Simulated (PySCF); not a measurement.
A structure optimised at PBE0-D3(BJ)/def2-SVP, used in a PySCF frequency run:

```xyz
8

Hf     0.1421    -0.1576    -0.0041
F      1.3243    -1.6463     0.0794
S      0.9970     1.7802     1.1805
H      1.3723     1.0222     2.2413
S     -0.2559     0.5360    -2.2994
H     -1.5144     0.9198    -1.9731
S     -1.9920    -0.6812     1.0433
H     -1.9945    -1.9352     0.5255
```
Charge 0, spin multiplicity 1.

Problem. Write its SMILES and formula.

Solution. [F][Hf]([SH])([SH])[SH], FH3HfS3

Problem. What are its rotational constants (standard atomic weights)?

Solution. 1.2860, 1.2644, 0.98960 GHz
